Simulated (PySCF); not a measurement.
Record of a relaxation.

Species: C₂H₈OSiTe.
SMILES with atom numbers: `[CH3:1][CH2:2][O:3][SiH2:4][TeH:5]` (hydrogens: H6, H7, H8 on C1; H9, H10 on C2; H11, H12 on Si4; H13 on Te5)

Computed by this run: PySCF 2.14.0, PBE0-D3(BJ)/def2-SVP geometry optimisation, gas phase, def2 core potentials past Kr; density fitting, grid level 1; the optimiser is geomeTRIC in internal coordinates, started from a GFN2-xTB structure with every atom displaced at random (about 0.01 Å). 10 of its 15 geometries are shown. The frame can shift and turn from step to step; on so coarse a grid that alone can change the energy by a few meV, and forces under 0.02 eV/Å are noise.

Step 0: E = -19410.0093 eV, largest atomic force 1.527 eV/Å
```
atom  x, y, z in Å  |  force x, y, z in eV/Å
C1     -2.109   -0.551    0.592   -0.168   1.398  -0.593
C2     -0.769   -0.595   -0.078    0.170  -0.233   0.559
O3     -0.179    0.661   -0.039    0.298   0.359   0.142
Si4     1.409    1.074   -0.341   -1.404  -0.089   0.458
Te5     2.841   -0.522    0.878   -0.210  -0.552   0.518
H6     -2.602   -1.501    0.569   -0.425  -0.986   0.071
H7     -2.753    0.181    0.061    0.110  -0.216   0.152
H8     -2.009   -0.189    1.613    0.038  -0.016   0.454
H9     -0.134   -1.323    0.460    0.097  -0.229  -0.139
H10    -0.866   -0.912   -1.111   -0.055  -0.448  -0.639
H11     1.341    2.430    0.176    0.550   0.728   0.165
H12     1.660    1.033   -1.767    0.417   0.005  -0.870
H13     4.175    0.197    0.285    0.582   0.279  -0.279
```

Step 2: E = -19410.2043 eV, largest atomic force 0.118 eV/Å
```
atom  x, y, z in Å  |  force x, y, z in eV/Å
C1     -2.096   -0.242    0.494   -0.006   0.010  -0.007
C2     -0.736   -0.256   -0.162    0.019  -0.021  -0.065
O3     -0.177    1.034   -0.100   -0.051   0.074   0.076
Si4     1.369    1.511   -0.444    0.040  -0.050  -0.003
Te5     2.926   -0.045    0.788   -0.069  -0.009   0.050
H6     -2.564   -1.237    0.451    0.022   0.006  -0.003
H7     -2.758    0.477   -0.013    0.003  -0.005   0.003
H8     -2.010    0.061    1.548   -0.001  -0.004   0.000
H9     -0.073   -0.985    0.342   -0.009  -0.014   0.010
H10    -0.817   -0.581   -1.217   -0.012  -0.007   0.007
H11     1.498    2.911    0.040   -0.019   0.007  -0.002
H12     1.673    1.453   -1.907    0.016  -0.016   0.001
H13     4.233    0.664    0.050    0.067   0.029  -0.067
```

Step 3: E = -19410.2086 eV, largest atomic force 0.120 eV/Å
```
atom  x, y, z in Å  |  force x, y, z in eV/Å
C1     -2.096   -0.244    0.496    0.017   0.056  -0.015
C2     -0.738   -0.245   -0.162    0.032  -0.029  -0.023
O3     -0.178    1.045   -0.086   -0.068   0.029   0.095
Si4     1.371    1.507   -0.436    0.030   0.017  -0.001
Te5     2.936   -0.021    0.819   -0.024   0.027   0.018
H6     -2.554   -1.242    0.436   -0.022  -0.031   0.001
H7     -2.763    0.478    0.000    0.006  -0.015   0.011
H8     -2.011    0.041    1.555   -0.001   0.001  -0.001
H9     -0.073   -0.981    0.331   -0.012  -0.004  -0.002
H10    -0.820   -0.556   -1.220   -0.011  -0.017  -0.027
H11     1.493    2.918    0.017    0.001  -0.010  -0.005
H12     1.670    1.416   -1.898    0.033  -0.017  -0.014
H13     4.231    0.649    0.017    0.020  -0.006  -0.036
```

Step 5: E = -19410.2287 eV, largest atomic force 0.239 eV/Å
```
atom  x, y, z in Å  |  force x, y, z in eV/Å
C1     -2.083   -0.272    0.509    0.079   0.063  -0.005
C2     -0.733   -0.162   -0.157   -0.017  -0.025   0.093
O3     -0.176    1.116    0.078    0.030  -0.166  -0.001
Si4     1.373    1.511   -0.372   -0.104   0.214  -0.027
Te5     3.061    0.312    1.056    0.024   0.049  -0.107
H6     -2.506   -1.265    0.311   -0.102  -0.073   0.002
H7     -2.775    0.491    0.122    0.013  -0.011   0.006
H8     -1.997   -0.142    1.597    0.011   0.018  -0.001
H9     -0.058   -0.953    0.224    0.002   0.034   0.002
H10    -0.835   -0.329   -1.244    0.013  -0.004  -0.067
H11     1.440    2.990   -0.224    0.059  -0.040   0.027
H12     1.649    1.106   -1.785    0.027   0.007  -0.020
H13     4.108    0.362   -0.246   -0.034  -0.068   0.098
```

Step 6: E = -19410.2377 eV, largest atomic force 0.133 eV/Å
```
atom  x, y, z in Å  |  force x, y, z in eV/Å
C1     -2.077   -0.276    0.508    0.027   0.017  -0.006
C2     -0.726   -0.171   -0.155   -0.020  -0.021   0.065
O3     -0.180    1.114    0.070    0.053  -0.095  -0.020
Si4     1.363    1.532   -0.377   -0.068   0.108  -0.037
Te5     3.042    0.317    1.047    0.040   0.036  -0.064
H6     -2.506   -1.272    0.327   -0.050  -0.028   0.004
H7     -2.767    0.482    0.109    0.001   0.000   0.005
H8     -1.991   -0.127    1.594    0.006   0.012  -0.001
H9     -0.047   -0.952    0.239    0.006   0.027  -0.004
H10    -0.821   -0.351   -1.242    0.013   0.001  -0.027
H11     1.436    3.008   -0.211    0.013  -0.026   0.028
H12     1.648    1.140   -1.793    0.017   0.023  -0.013
H13     4.096    0.319   -0.247   -0.040  -0.054   0.071
```

Step 8: E = -19410.2575 eV, largest atomic force 0.170 eV/Å
```
atom  x, y, z in Å  |  force x, y, z in eV/Å
C1     -2.045   -0.295    0.507   -0.055  -0.052   0.004
C2     -0.679   -0.190   -0.127   -0.004   0.048   0.010
O3     -0.183    1.119    0.069    0.004   0.054  -0.141
Si4     1.326    1.625   -0.400    0.032  -0.164   0.032
Te5     3.036    0.443    1.019    0.030   0.048   0.066
H6     -2.474   -1.302    0.370    0.070   0.050  -0.002
H7     -2.732    0.437    0.060   -0.006   0.010  -0.005
H8     -1.981   -0.087    1.585   -0.005  -0.010   0.002
H9      0.016   -0.926    0.319    0.003  -0.019   0.006
H10    -0.734   -0.412   -1.211   -0.005   0.000   0.046
H11     1.358    3.092   -0.187   -0.037   0.021   0.033
H12     1.633    1.270   -1.822   -0.018   0.033   0.013
H13     3.925   -0.009   -0.310   -0.009  -0.019  -0.064
```

Step 9: E = -19410.2785 eV, largest atomic force 0.204 eV/Å
```
atom  x, y, z in Å  |  force x, y, z in eV/Å
C1     -2.019   -0.306    0.494   -0.015   0.019   0.006
C2     -0.620   -0.207   -0.065    0.073   0.059   0.012
O3     -0.172    1.127    0.050   -0.116   0.044  -0.159
Si4     1.309    1.700   -0.422    0.053  -0.133   0.146
Te5     3.122    0.560    0.899    0.039   0.107   0.092
H6     -2.407   -1.334    0.419    0.043   0.015  -0.007
H7     -2.699    0.364   -0.053   -0.004  -0.009  -0.006
H8     -2.027   -0.005    1.552   -0.005  -0.015   0.000
H9      0.069   -0.875    0.485   -0.010  -0.038  -0.001
H10    -0.599   -0.522   -1.126   -0.025  -0.014   0.014
H11     1.288    3.146   -0.095    0.029   0.020   0.014
H12     1.603    1.460   -1.868   -0.043  -0.017  -0.004
H13     3.620   -0.345   -0.399   -0.018  -0.039  -0.107
```

Step 11: E = -19410.2906 eV, largest atomic force 0.104 eV/Å
```
atom  x, y, z in Å  |  force x, y, z in eV/Å
C1     -2.018   -0.304    0.473    0.030   0.056  -0.003
C2     -0.597   -0.205   -0.028    0.050  -0.002   0.028
O3     -0.168    1.137    0.034   -0.081  -0.003  -0.009
Si4     1.319    1.713   -0.408    0.023   0.059   0.082
Te5     3.205    0.595    0.820   -0.008   0.003  -0.042
H6     -2.368   -1.345    0.430   -0.027  -0.031  -0.002
H7     -2.688    0.319   -0.138    0.001  -0.013   0.000
H8     -2.083    0.045    1.514   -0.002   0.000  -0.001
H9      0.072   -0.838    0.585   -0.006  -0.001  -0.013
H10    -0.531   -0.579   -1.068   -0.005  -0.005  -0.032
H11     1.319    3.147   -0.021    0.005  -0.013  -0.009
H12     1.568    1.532   -1.869    0.013  -0.031  -0.010
H13     3.438   -0.453   -0.453    0.006  -0.017   0.012
```

Step 12: E = -19410.2925 eV, largest atomic force 0.041 eV/Å
```
atom  x, y, z in Å  |  force x, y, z in eV/Å
C1     -2.007   -0.306    0.478    0.003   0.001   0.002
C2     -0.594   -0.192   -0.040    0.014   0.011   0.011
O3     -0.170    1.150    0.046   -0.036   0.013  -0.015
Si4     1.318    1.719   -0.409    0.009  -0.012   0.004
Te5     3.209    0.619    0.823    0.010  -0.001  -0.003
H6     -2.358   -1.347    0.419   -0.005   0.000  -0.001
H7     -2.688    0.327   -0.111   -0.001  -0.001  -0.004
H8     -2.059    0.022    1.527    0.000   0.002  -0.002
H9      0.085   -0.837    0.550    0.003  -0.005  -0.004
H10    -0.541   -0.543   -1.089    0.001   0.005  -0.006
H11     1.326    3.163   -0.063    0.001  -0.011   0.012
H12     1.559    1.490   -1.866    0.004  -0.002  -0.001
H13     3.389   -0.501   -0.396   -0.005   0.000   0.008
```

Step 14: E = -19410.2932 eV, largest atomic force 0.021 eV/Å
```
atom  x, y, z in Å  |  force x, y, z in eV/Å
C1     -2.005   -0.299    0.467   -0.005  -0.011  -0.002
C2     -0.592   -0.180   -0.049   -0.009  -0.018  -0.004
O3     -0.173    1.163    0.037    0.011   0.010   0.005
Si4     1.326    1.718   -0.402    0.004  -0.004  -0.017
Te5     3.208    0.609    0.834   -0.009  -0.005   0.004
H6     -2.352   -1.342    0.411    0.004   0.007  -0.002
H7     -2.688    0.328   -0.125    0.000   0.005  -0.002
H8     -2.059    0.031    1.515   -0.001   0.003  -0.002
H9      0.089   -0.824    0.541    0.000   0.001  -0.002
H10    -0.536   -0.531   -1.099   -0.003   0.005   0.005
H11     1.348    3.159   -0.050    0.001   0.005   0.004
H12     1.571    1.487   -1.859    0.003   0.007   0.007
H13     3.330   -0.555   -0.350    0.003  -0.004   0.005
```

**Question.** Summarise the path.

**Answer.** The energy falls by 6.55 kcal/mol from step 0 to step 14; nine tenths of that is first reached at step 9. It falls at every step. The largest force goes from 1.527 to 0.021 eV/Å. Among the bonds Si4–H12 changes most, from 1.449 to 1.495 Å; the atoms move by 0.529 Å rms after alignment.

**Question.** Follow the three bonds and two angles with the largest change from start to end.

**Answer.** 
```json
{"step": "0", "E above end (kcal/mol)": "6.55", "largest force (eV/Å)": "1.527", "Si4–H12 (Å)": "1.449", "Si4–Te5 (Å)": "2.466", "Te5–H13 (Å)": "1.627", "Te5–Si4–H11 (°)": "117.1", "O3–Si4–H11 (°)": "97.0"}
{"step": "1", "E above end (kcal/mol)": "2.30", "largest force (eV/Å)": "0.250", "Si4–H12 (Å)": "1.499", "Si4–Te5 (Å)": "2.514", "Te5–H13 (Å)": "1.679", "Te5–Si4–H11 (°)": "110.8", "O3–Si4–H11 (°)": "107.9"}
{"step": "2", "E above end (kcal/mol)": "2.05", "largest force (eV/Å)": "0.118", "Si4–H12 (Å)": "1.495", "Si4–Te5 (Å)": "2.523", "Te5–H13 (Å)": "1.660", "Te5–Si4–H11 (°)": "111.6", "O3–Si4–H11 (°)": "106.6"}
{"step": "3", "E above end (kcal/mol)": "1.95", "largest force (eV/Å)": "0.120", "Si4–H12 (Å)": "1.495", "Si4–Te5 (Å)": "2.523", "Te5–H13 (Å)": "1.663", "Te5–Si4–H11 (°)": "111.8", "O3–Si4–H11 (°)": "106.1"}
{"step": "4", "E above end (kcal/mol)": "1.65", "largest force (eV/Å)": "0.174", "Si4–H12 (Å)": "1.494", "Si4–Te5 (Å)": "2.519", "Te5–H13 (Å)": "1.668", "Te5–Si4–H11 (°)": "112.3", "O3–Si4–H11 (°)": "105.0"}
{"step": "5", "E above end (kcal/mol)": "1.49", "largest force (eV/Å)": "0.239", "Si4–H12 (Å)": "1.495", "Si4–Te5 (Å)": "2.516", "Te5–H13 (Å)": "1.671", "Te5–Si4–H11 (°)": "112.7", "O3–Si4–H11 (°)": "104.6"}
{"step": "6", "E above end (kcal/mol)": "1.28", "largest force (eV/Å)": "0.133", "Si4–H12 (Å)": "1.496", "Si4–Te5 (Å)": "2.515", "Te5–H13 (Å)": "1.670", "Te5–Si4–H11 (°)": "112.5", "O3–Si4–H11 (°)": "105.4"}
{"step": "7", "E above end (kcal/mol)": "0.97", "largest force (eV/Å)": "0.160", "Si4–H12 (Å)": "1.497", "Si4–Te5 (Å)": "2.515", "Te5–H13 (Å)": "1.663", "Te5–Si4–H11 (°)": "112.2", "O3–Si4–H11 (°)": "106.5"}
{"step": "8", "E above end (kcal/mol)": "0.82", "largest force (eV/Å)": "0.170", "Si4–H12 (Å)": "1.497", "Si4–Te5 (Å)": "2.516", "Te5–H13 (Å)": "1.661", "Te5–Si4–H11 (°)": "111.7", "O3–Si4–H11 (°)": "106.2"}
{"step": "9", "E above end (kcal/mol)": "0.34", "largest force (eV/Å)": "0.204", "Si4–H12 (Å)": "1.494", "Si4–Te5 (Å)": "2.516", "Te5–H13 (Å)": "1.658", "Te5–Si4–H11 (°)": "109.6", "O3–Si4–H11 (°)": "105.1"}
{"step": "10", "E above end (kcal/mol)": "0.17", "largest force (eV/Å)": "0.183", "Si4–H12 (Å)": "1.492", "Si4–Te5 (Å)": "2.513", "Te5–H13 (Å)": "1.661", "Te5–Si4–H11 (°)": "107.1", "O3–Si4–H11 (°)": "104.8"}
{"step": "11", "E above end (kcal/mol)": "0.06", "largest force (eV/Å)": "0.104", "Si4–H12 (Å)": "1.493", "Si4–Te5 (Å)": "2.512", "Te5–H13 (Å)": "1.665", "Te5–Si4–H11 (°)": "107.6", "O3–Si4–H11 (°)": "105.4"}
{"step": "12", "E above end (kcal/mol)": "0.02", "largest force (eV/Å)": "0.041", "Si4–H12 (Å)": "1.494", "Si4–Te5 (Å)": "2.510", "Te5–H13 (Å)": "1.665", "Te5–Si4–H11 (°)": "107.9", "O3–Si4–H11 (°)": "105.9"}
{"step": "13", "E above end (kcal/mol)": "0.01", "largest force (eV/Å)": "under 0.02", "Si4–H12 (Å)": "1.495", "Si4–Te5 (Å)": "2.510", "Te5–H13 (Å)": "1.665", "Te5–Si4–H11 (°)": "107.6", "O3–Si4–H11 (°)": "106.0"}
{"step": "14", "E above end (kcal/mol)": "0.00", "largest force (eV/Å)": "0.021", "Si4–H12 (Å)": "1.495", "Si4–Te5 (Å)": "2.510", "Te5–H13 (Å)": "1.665", "Te5–Si4–H11 (°)": "107.5", "O3–Si4–H11 (°)": "106.0"}
```

What follows is the cost of the whole optimisation. Time: 1.8 min of wall time; peak memory 0.54 GiB. Hardware: one thread of an Arm Neoverse V2, shared host with 96 logical CPUs at a one-minute load of 43.
